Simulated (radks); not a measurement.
The numbers below are computed, except where a source is named.
Ar3.8+, configuration [Ne] 3s(up 1, down 0.2) 3p3 (fractional occupations, a model configuration).

Code: a radial shooting solver on a logarithmic mesh with Libxc functionals. Model: scalar-relativistic Kohn-Sham, r2SCAN, spin-polarised, spherical densities, finite nucleus; open shells are filled with parallel spins first; meta-GGA in the generalised Kohn-Sham scheme; Fermi nuclear charge, rms radius 3.4274 fm.

Energy parts (hartree):
| part | energy |
|---|---|
| total | -524.32976 |
| kinetic | 527.24389 |
| electron-nucleus | -1218.62914 |
| Hartree | 196.44923 |
| exchange-correlation | -29.39374 |

Orbitals (lengths in bohr, moments of r in powers of bohr; <r^-3> diverges for s and p1/2; r(max) is where P^2 peaks):
| orbital | occ. | eigenvalue (hartree) | r(max) | <r^-3> | <1/r> |
|---|---|---|---|---|---|
| 1s up | 1 | -117.7099 | 0.05607 | - | 17.69 |
| 1s down | 1 | -117.6560 | 0.05607 | - | 17.70 |
| 2s up | 1 | -13.49033 | 0.3373 | - | 3.580 |
| 2s down | 1 | -13.45778 | 0.3380 | - | 3.573 |
| 2p up | 3 | -10.96340 | 0.2801 | 128.1 | 3.468 |
| 2p down | 3 | -10.90294 | 0.2810 | 127.5 | 3.463 |
| 3s up | 1 | -3.04396 | 1.114 | - | 1.106 |
| 3s down | 0.2 | -2.65806 | 1.130 | - | 1.076 |
| 3p up | 3 | -2.41619 | 1.168 | 15.47 | 1.015 |
| 3p down | 0 | -2.05994 | 1.189 | 14.66 | 0.9870 |

The highest occupied level is 3p up at -65.748 eV. Summed over all electrons, <r^2> = 9.765 bohr^2, which gives a Langevin (diamagnetic) susceptibility term of -7.73 x 10^-6 cm^3/mol. The electron density at the nucleus is 4341 e/bohr^3 (large components only).
